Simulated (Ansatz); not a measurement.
`[SH][InH2]`. Charge 0, multiplicity 1. In takes the def2 core potential.

Q: List the harmonic frequencies (cm⁻¹, unscaled) at PBE0-D4/def2-TZVP in Ansatz. (An estimate is asked.)

A: Computed: 346, 347, 355, 522, 576, 668, 1850, 1864, 2718.

Q: Is this a minimum?

A: Yes, all 9 modes are real.

Q: Give the ideal-gas thermochemistry at 298.15 K and 1 bar (rigid rotor, harmonic oscillator; point group Cs, symmetry number 1).

A: Zero-point energy 55.3 kJ/mol; H(298) − E = 69.4 kJ/mol; entropy 290.3 J/(mol·K), of which translation 171.3, rotation 98.2, vibration 20.7; G(298) − E = -17.1 kJ/mol.

Q: Rotational constants (cm⁻¹)?

A: 2.56, 0.1122, 0.1075.
